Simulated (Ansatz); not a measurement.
Molecule: GeF2 (charge +1, doublet). 
Geometry from a B3LYP-D3(BJ)/def2-TZVP (Ansatz, a first-principles code) optimisation:
```
Ge
F 1 1.6922
F 1 1.6922 2 117.20
```
Charge +1, spin multiplicity 2.

Parts of the frozen-core correlation energy in aug-cc-pVDZ (Ansatz, hartree). Frozen orbitals: 16; correlated occupied orbitals by spin: 9 and 8; virtual: 57 and 58. UHF or UKS for open shells. Spin-orbit coupling is left out. Non-relativistic.

```json
[
 {"term": "reference (HF)", "value": "-2273.93176"},
 {"term": "MP2 opposite-spin", "value": "[?]"},
 {"term": "MP2 same-spin", "value": "-0.13272"},
 {"term": "CCSD correlation", "value": "[?]"},
 {"term": "(T)", "value": "[?]"},
 {"term": "T1 diagnostic", "value": "0.023"},
 {"term": "largest doubles amplitude", "value": "0.029"},
 {"term": "<S^2> of the reference", "value": "0.764"}
]
```

Question: Complete the blanks.

Answer: 
- MP2 opposite-spin, value: -0.34414
- CCSD correlation, value: -0.47884
- (T), value: -0.01409
